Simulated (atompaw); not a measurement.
## What one change does to a pseudopotential (lutetium (Lu), PAW (atompaw))

lutetium, PAW, made with atompaw 4.2.0.5 (PBE, scalar-relativistic). Core [Kr] 4d10 4f14, reference 5s2 5p6 5d1 6s1 6p0 (charge +1). Waves: 5s (bound): rc 2.15 bohr; 6s (bound): rc 2.05 bohr; 5p (bound): rc 1.45 bohr; 6p (bound, empty): rc 2.05 bohr; 5d (bound): rc 2.80 bohr; 5d channel at -0.2 Ry: rc 2.80 bohr; 5f channel at 0.25 Ry: rc 2.80 bohr. Local part: bessel scheme, radius 2.55 bohr. Core correction: smooth core density matched at 1.85 bohr. Augmentation charge: sinc compensation charge, radius 2.35 bohr; PAW radius 2.80 bohr; waves and projectors: custom polynom vanderbiltortho.

Change: local potential bessel scheme, radius 1.58 bohr.

Cutoffs: the cutoffs (Ry, on a coarse ladder) from which the occupation-weighted sum of valence levels, in a spherical-Bessel basis at the reference potential, stays within 10 and 1 mRy of its value at 400 Ry; they do not see the model core or the augmentation charge, which bear on the density cutoff.

What does the change do?

The potential gets softer (30 Ry and 45 Ry → 25 Ry and 45 Ry); the range in which the d phases agree widens (upper end 2.1 → at the end of the scan); neither file shows a bound ghost.

```csv
quantity,base,changed
"cutoff, loose",30 Ry,25 Ry
"cutoff, tight",45 Ry,45 Ry
bound ghosts,none,none
s: phases at 2.81 bohr within 0.05 rad from the reference energy up to (Ry; the scan ends near 5),3.9,4.3
p: phases at 2.81 bohr within 0.05 rad from the reference energy up to (Ry; the scan ends near 5),to the end of the scan,to the end of the scan
d: phases at 2.81 bohr within 0.05 rad from the reference energy up to (Ry; the scan ends near 5),2.1,to the end of the scan
f: phases at 2.81 bohr within 0.05 rad from the reference energy up to (Ry; the scan ends near 5),1.0,0.8
lowest overlap eigenvalue by channel,"s 0.74, p 0.67, d 0.96, f 1.00","s 0.56, p 0.63, d 0.93, f 1.00"
```

 The cutoffs see the waves, projectors and local potential, not the compensation charge or the core.
